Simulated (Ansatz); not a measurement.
System: BH$_{2}$Se, charge 0, doublet. BH2Se (SMILES [BH][SeH], doublet).
B3LYP-D3(BJ)/def2-TZVP minimum from Ansatz (a quantum-chemistry and plane-wave program):
```
B
H 1 1.1830
Se 1 1.8771 2 132.82
H 3 1.4898 1 100.49 2 0.00
```
Charge 0, spin multiplicity 2.

Atomisation energy term by term, kcal/mol (programs: Ansatz). Open shells are spin-unrestricted; no spin-orbit coupling. Cores are frozen in correlated methods (noble-gas shells, and filled d and f shells in the p block). No relativity. CBS(X,Y): correlation extrapolated as X^-3, Hartree-Fock from the larger set (Q,5: extrapolated as (X+1)exp(-9√X)). A bracket is a step between two methods taken in the basis named. Where a partner has so few electrons that a lower coupled-cluster level is exact, that level stands in.

| term | basis | kcal/mol |
|---|---|---|
| Hartree-Fock | CBS(cc-pVQZ,cc-pV5Z) | 181.84 |
| CCSD correlation | CBS(cc-pVQZ,cc-pV5Z) | 56.04 |
| (T) | CBS(cc-pVQZ,cc-pV5Z) | 4.57 |
| CCSDT(Q) - CCSD(T) | cc-pVTZ | 0.41 |
| CCSDTQ - CCSDT(Q) | cc-pVDZ | -0.03 |
| sum: De |  | 242.8 |

The step beyond CCSD(T) by other levels: CCSDTQ in cc-pVDZ 0.46; CCSDT(Q) in cc-pVDZ 0.49 kcal/mol.
